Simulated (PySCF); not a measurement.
CH₅ClF₂Si₂, SMILES C[Si](F)(F)[SiH2]Cl. The structure is a stationary point at PBE-D3(BJ)/def2-SVP. This is a generated structure with no PubChem entry under its InChIKey; it may be hypothetical. The values are those of a single conformer.

Computed equilibrium geometry at PBE-D3(BJ)/def2-SVP (PySCF confirms it by a frequency run) as Cartesian coordinates in Å (one conformer of several):
```xyz
11

C     -2.1475    -0.5695    -0.0467
Si    -0.7981     0.7015     0.1088
F     -0.6076     1.1069     1.6843
F     -1.2204     2.0806    -0.6705
Si     1.2856    -0.0235    -0.6973
Cl     1.5324    -1.9383     0.1229
H     -1.8098    -1.5267     0.3992
H     -3.0664    -0.2367     0.4771
H     -2.3936    -0.7500    -1.1125
H      2.4285     0.8475    -0.2609
H      1.3011    -0.1447    -2.1958
```
